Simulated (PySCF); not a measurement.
Be(Cl)(NH2) (BeClH2N), SMILES [NH2][Be][Cl]. Atoms are numbered in the order given.

```xyz
5

Be     0.0000     0.0000     0.5433
Cl     0.0000     0.0000    -1.2761
N      0.0000     0.0000     2.0408
H      0.0000    -0.8247     2.6173
H      0.0000     0.8247     2.6173
```
Charge 0, spin multiplicity 1.

Coordinates come from a PBE0-D3(BJ)/def2-TZVP optimisation. One conformer was computed; it need not be the lowest.

The numbers are results of PySCF with PBE0/pcSseg-2, not measurements.

GIAO shieldings, no solvent; atoms alike by connectivity are averaged. δ = σ(ref) − σ: ³⁵Cl against HCl (σ = 943.3 ppm); ¹⁵N against NH3 (σ = 263.3 ppm); ¹H against TMS (σ = 31.54 ppm), references at their B3LYP-D3(BJ)/def2-TZVP geometries, non-relativistic (without spin–orbit terms, shifts of atoms bonded to Cl or Br come out too high).

| atoms | nucleus | count | δ (ppm) |
|---|---|---|---|
| Cl2 | ³⁵Cl | 1 | -60.0 |
| N3 | ¹⁵N | 1 | [?] |
| H4, H5 | ¹H | 2 | 0.84 |

Problem. Complete the blanks. (Estimate from the structure and the level; the computed values follow.)

Solution. 
- N3, δ (ppm): 14.7
